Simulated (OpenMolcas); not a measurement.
# Multiplet structure of neutral carbon

```
Program             : OpenMolcas
Method              : SS-RASPT2, IPEA 0.25 Eh, imaginary shift 0.1 Eh (closed shells correlated: 1s 2s)
Basis               : ANO-RCC-VQZP [5s4p3d2f1g]
Scalar Hamiltonian  : DKH2, point nucleus
Active space        : 2 electrons in 9 orbitals (RAS2 2p; RAS3 3s 3d, at most 1 electron)
State averaging     : 2S+1 = 3 even, 3 roots; 2S+1 = 1 even, 6 roots; 2S+1 = 3 odd, 3 roots; 2S+1 = 1 odd, 3 roots
Spin-orbit coupling : state interaction with AMFI integrals over the reference wave functions, term energies averaged over their components
```

Spin-free terms above the lowest, with the occupations of the reference:

| Configuration | Term | E (cm⁻¹) | Occupations |
| --- | --- | --- | --- |
| 2s² 2p² | ³P | 0.0 | 2p 2.00 |
| 2s² 2p² | ¹D | 9950 | 2p 2.00 |
| 2s² 2p² | ¹S | 26050 | 2p 2.00 |
| 2s² 2p 3s | ³P° | 70930 | 2p 1.00 3s 1.00 |
| 2s² 2p 3s | ¹P° | 74250 | 2p 1.00 3s 1.00 |

With spin-orbit coupling, above the lowest level:

```
Configuration  Term  J  E (cm⁻¹)  Measured (cm⁻¹)      g  Term weight %
      2s² 2p²    ³P  0       0.0              0.0                   100
      2s² 2p²    ³P  1      15.7             16.4  1.501            100
      2s² 2p²    ³P  2      46.9             43.4  1.501            100
      2s² 2p²    ¹D  2      9980            10193  1.000            100
      2s² 2p²    ¹S  0     26080            21648                   100
    2s² 2p 3s   ³P°  0     70920            60333                   100
    2s² 2p 3s   ³P°  1     70940            60353  1.501            100
    2s² 2p 3s   ³P°  2     70980            60393  1.501            100
    2s² 2p 3s   ¹P°  1     74280            61982  1.000            100
```

Against the 8 measured excited levels shown (NIST Handbook of Basic Atomic Spectroscopic Data) the mean absolute deviation is 6100 cm-1; the largest miss in energy is 2s² 2p 3s ¹P°₁: computed 74280, measured 61982 cm⁻¹ (+19.8 %).

Spin-orbit coupling puts the lowest level 31.3 cm⁻¹ below the lowest spin-free term.

For ³P the intervals divided by the larger J are 15.7, 15.6 cm-1. Landé's interval rule makes them equal in pure LS coupling; they differ by 1 % of their mean. The multiplet is regular.

Term energies are means over components that CASPT2 splits; among the terms shown or strongly mixed into the levels shown the widest spread is 98 cm-1 (2s² 2p² ¹D). ANO sets are built for valence states and can reach diffuse excited orbitals poorly. With the s shell closed, the reference lacks s² → p² mixing. No level of 2s² 2p 3d was computed, though it lies in the active space. Some terms miss by over 15 % even with CASPT2, which points to a basis or an active space too small for the shells correlated. Measured partners are found by configuration, term and J. A level has none where our copy of the source lacks it or the pairing is in doubt (some pairs that miss far off the trend of their configuration count as doubtful), and it then counts in no deviation. Levels of configurations outside the active space are missing. The first state left out of the spin-orbit step lies near 130000 cm-1 above the lowest spin-free state of the reference (among the parities and spins computed), and the list stops at four fifths of that energy or lower.

The term weight is that of the spin-free term in the level, not the purity of its configuration. ° marks odd parity.
